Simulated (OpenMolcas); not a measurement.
**C2H5InO: a line through the functionals**

C2H5InO: 9 atoms, total charge 0, spin state singlet. SMILES: `C[C](=O)[InH2]`. The coordinates come from a PBE0-D4/def2-TZVP relaxation.

The HOMO–LUMO gap y, in eV, basis def2-SVP with a core potential; a is the functional's share of exact exchange. Programs: OpenMolcas 26.06.

```
functional     program     a  y (eV)
       PBE  OpenMolcas     0    2.59
      TPSS  OpenMolcas     0    2.81
     B3LYP  OpenMolcas   0.2       ?
      PBE0  OpenMolcas  0.25    4.48
     BHLYP  OpenMolcas   0.5    6.27
```

Q: Fit y = c + s·a to the known rows and predict B3LYP.

A: 
1. Means of the 4 rows: a = 0.1875, y = 4.037.
2. Σ(Δa)² = 0.17188, Σ(Δa·Δy) = 1.2269, so the slope is 1.2269/0.17188 = 7.1381.
3. Intercept: 4.037 − (7.1381) × 0.1875 = 2.699. The largest residual of the fit is 0.11.
4. B3LYP: 2.699 + (7.1381) × 0.2 = 4.13 eV.

The run gave 4.01 eV, so the prediction is off by +0.12 eV, about the largest residual. Exact exchange lowers occupied levels and raises empty ones. The rows mix families of semi-local functionals, which the line can't see.
